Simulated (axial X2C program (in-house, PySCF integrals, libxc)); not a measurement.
**Ionising BSe**

Computed with an in-house relativistic program for diatomic molecules, spin-free (one-electron X2C) or two-component (2c: spin–orbit coupling with atomic mean-field Coulomb and Gaunt terms, which also bring small scalar terms), in Dyall basis sets with cores contracted in-house; open shells are unrestricted.

Basis sets: B dyall-v3z, Se dyall-cv3z.

```json
{"Hamiltonian": "spin-free", "level": "HF", "BSe state": "M_S = 1/2, Λ = 0", "Re (Å)": "1.730", "ωe (cm⁻¹)": "1029.1", "De (eV)": "3.18"}
{"Hamiltonian": "spin-free", "level": "PBE0", "BSe state": "M_S = 1/2, Λ = 0", "Re (Å)": "1.736", "ωe (cm⁻¹)": "988.7", "De (eV)": "5.07"}
{"Hamiltonian": "2c", "level": "PBE0", "BSe state": "Ω = 1/2", "Re (Å)": "1.737", "ωe (cm⁻¹)": "986.6", "De (eV)": "5.01"}
```

Adiabatic ionisation energy (minimum to minimum, no zero-point term) and constants of BSe⁺:

```csv
Hamiltonian,level,BSe⁺ state,IE (eV),Re (Å),ωe (cm⁻¹),De (eV),fragments
spin-free,HF,"M_S = 1, Λ = 1",9.32,1.838,793.0,1.90,Se + B+
spin-free,PBE0,"M_S = 1, Λ = 1",10.52,1.838,806.0,3.19,Se + B+
2c,PBE0,Ω = 2,10.42,1.839,803.3,3.24,Se + B+
```

Question: Add the zero-point terms to the ionisation energy at PBE0, 2c, and say whether the electron removed was bonding.

Answer: IE0 = IE + (ωe⁺ − ωe)/2 = 10.42 + (-0.011) = 10.41 eV. Re changes by 0.102 Å, so the bond lengthens, as on loss of a bonding electron.

Question: Close the cycle De(BSe⁺) + IE(BSe) = De(BSe) + IE(B) to find the atomic ionisation energy at PBE0, 2c.

Answer: IE(B) = 3.24 + 10.42 − 5.01 = 8.65 eV, for the determinants used.

Each entry is the lowest single determinant of a limited PBE0 search at one distance. De goes to single-determinant-based atoms at the same level (for ions the charge split of lowest energy) and is withheld (n/a) where an atom does not fit its ground term or J level. Main or longest-lived isotopes. One determinant is a doubtful description, or other states lie close, for BSe, BSe⁺; these need not be ground states, and all values refer to the states named. Some open-shell Ω = 0 determinants are out of reach, so the Ω given for BSe⁺ need not be the lowest component. With several unpaired electrons the Ω given is that of one determinant, not necessarily of the lowest component. Some light 2c atoms are not at their ground J level, so De misses part of their lowering (0.04 eV or less). The functionals have no current term, which raises determinants with orbital currents.
